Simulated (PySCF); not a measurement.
Species: C3H6BrFO.
Cartesian coordinates in Å at the PBE0-D3(BJ)/def2-SVP level; atoms count from 1:
```
atom  x, y, z in Å
C1    -1.2942    0.3113    0.0463
C2     0.0342   -0.3068    0.4369
O3     0.0449   -1.6958    0.2379
C4     1.2274    0.2914   -0.3040
F5     2.3624   -0.3175    0.0823
Br6    1.4015    2.2092    0.0312
H7    -2.1008   -0.2231    0.5675
H8    -1.3495    1.3768    0.3050
H9    -1.4667    0.2171   -1.0400
H10    0.2244   -0.1532    1.5122
H11   -0.2836   -1.8764   -0.6505
H12    1.1204    0.1957   -1.3977
```

Computed, not measured: PySCF, PBE0-D3(BJ)/def2-SVP geometry optimisation, gas phase.

Masses are those of the commonest isotopes; rigid-rotor values at the optimised geometry. The values belong to one conformer with, in the numbering `[CH3:1][C@@H:2]([OH:3])[C@H:4]([F:5])[Br:6]`, C1–C2–O3–H 49°, C1–C2–C4–F5 -179°.

Problem. Give the principal moments of inertia and the rotational constants in MHz.

Solution. Ia = 130.66, Ib = 358.75, Ic = 470.28 u·Å²; 505379 MHz·u·Å²/I gives A = 3868, B = 1409, C = 1075 MHz.

Problem. What kind of rotor is it?

Solution. An asymmetric top; Ray's κ = -0.761.

Problem. Is it planar, by Δ = Ic − Ia − Ib?

Solution. Not planar: Δ = Ic − Ia − Ib = -19.14 u·Å². For a rigid frame Δ = −2 Σ m c², so Σ m c² = 9.57 u·Å² lies off the ab plane: 6.47 from hydrogen and 3.10 from heavier atoms. The atom farthest from that plane is 1.47 Å away.

Problem. Which lines would a microwave search look for?

Solution. The dipole components are |μa| = 1.01 D, |μb| = 1.96 D, |μc| = 1.68 D. Intensities carry the squares of the components, which stand as 0.26 : 1.00 : 0.73 (a : b : c). Some lines, for components of 0.1 D or more:

| type | branch | J(Ka,Kc) | MHz | lower level (cm⁻¹) |
| --- | --- | --- | --- | --- |
| a | Q | 1(1,0) ← 1(1,1) | 334 | 0.165 |
| a | Q | 2(1,1) ← 2(1,2) | 1002 | 0.319 |
| c | Q | 2(1,2) ← 2(0,2) | 2157 | 0.247 |
| c | Q | 1(1,1) ← 1(0,1) | 2459 | 0.083 |
| b | R | 2(0,2) ← 1(1,1) | 2476 | 0.165 |
| a | R | 1(0,1) ← 0(0,0) | 2483 | 0.000 |
| b | Q | 2(1,1) ← 2(0,2) | 3159 | 0.247 |
| a | R | 2(1,2) ← 1(1,1) | 4633 | 0.165 |
| a | R | 2(0,2) ← 1(0,1) | 4935 | 0.083 |
| b | R | 1(1,1) ← 0(0,0) | 4942 | 0.000 |
| c | R | 1(1,0) ← 0(0,0) | 5276 | 0.000 |
| a | R | 2(1,1) ← 1(1,0) | 5301 | 0.176 |
| b | R | 2(1,2) ← 1(0,1) | 7092 | 0.083 |
| c | Q | 2(2,1) ← 2(1,1) | 7377 | 0.353 |
| b | Q | 2(2,0) ← 2(1,1) | 7409 | 0.353 |
| c | R | 2(1,1) ← 1(0,1) | 8094 | 0.083 |
| b | R | 2(2,1) ← 1(1,0) | 12678 | 0.176 |
| c | R | 2(2,0) ← 1(1,0) | 12710 | 0.176 |
| c | R | 2(2,1) ← 1(1,1) | 13012 | 0.165 |
| b | R | 2(2,0) ← 1(1,1) | 13044 | 0.165 |

Problem. Estimate the classical rotational partition function at 25 K, 50 K and 200 K.

Solution. Point group C1, symmetry number σ = 1; q = (√π/σ)·√((kT/h)³/(ABC)), k/h = 20836.6 MHz/K: 8710 at 25 K, 24600 at 50 K, 197000 at 200 K.

Not checked by PBE0-D3(BJ)/def2-SVP frequencies. These are rigid-rotor constants of the computed structure; measured ground-state constants (B0) also hold zero-point vibration. A rigid rotor knows nothing of internal rotation, which can split or shift real lines. Quadrupole hyperfine structure (79Br) is left out.
